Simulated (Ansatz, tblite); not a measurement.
Forces on Sn₅⁻ at its PBE-D4/def2-SVPD geometry. The state is a doublet with charge -1.

In the def2 sets Sn takes a core potential; there is no spin–orbit coupling. The xTB rows come from tblite. Another isomer (doublet) lies 1.50 eV lower at PBE0-D4/def2-TZVPD; other spin states weren't run for this one.

GFN1-xTB (tblite), largest force 1.10 eV/Å:

```xyz
5
positions Å, forces eV/Å
Sn    1.397   -0.204   -0.082    0.570   -0.068    0.009
Sn    4.065   -0.567   -0.151   -1.091    0.145    0.022
Sn   -0.871    0.828    1.394    0.121   -0.061   -0.090
Sn   -3.388    0.482    0.157    0.256   -0.037   -0.014
Sn   -1.203   -0.539   -1.318    0.144    0.021    0.074
```

GFN2-xTB (tblite), largest force 1.70 eV/Å:

```
Sn 0.868 -0.111 -0.010
Sn -1.680 0.228 0.047
Sn -0.316 -0.278 -0.605
Sn 1.294 -0.185 -0.064
Sn -0.166 0.346 0.632
```

PBE-D4/def2-TZVPD (Ansatz), largest force 0.13 eV/Å:

```
Sn 0.037 -0.003 0.007
Sn -0.108 0.013 -0.002
Sn -0.034 -0.054 -0.112
Sn 0.108 -0.017 -0.008
Sn -0.002 0.061 0.116
```
